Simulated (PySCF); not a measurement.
CH3IMgS, SMILES C[S][Mg][I].

The structure is a stationary point at B3LYP-D3(BJ)/def2-SVP. The structure was generated by enumeration; whether it is a known compound was not checked. The def2 effective core potentials stand for the cores of I; spin–orbit coupling is left out. Other conformers were not sampled.

Two levels are set side by side: TDDFT-PBE/def2-SVPD (PySCF) and TDDFT-B3LYP/def2-SVPD (PySCF). Vertical, same geometry. The lowest singlet is HOMO→LUMO 100 % with PBE and HOMO→LUMO 99 % with the other functional; states are paired by order. Differences are taken from unrounded values.

| quantity | TDDFT-B3LYP | TDDFT-PBE | TDDFT-PBE minus TDDFT-B3LYP |
|---|---|---|---|
| lowest singlet excitation (eV) | 3.70 | 3.37 | -0.33 |
| lowest triplet excitation (TDA) (eV) | 3.47 | 3.15 | -0.32 |
| first bright state (f over 0.05) (eV) | 4.79 | 4.92 | 0.13 |
| its oscillator strength | 0.06 | 0.08 | 0.02 |

Functionals without exact exchange tend to place singlet excitations lower, as here. Differences between two approximate levels are no errors against the true value.

Rough cost on one machine, each run with all the roots and properties that it gave: TDDFT-B3LYP against TDDFT-PBE about 3 times.
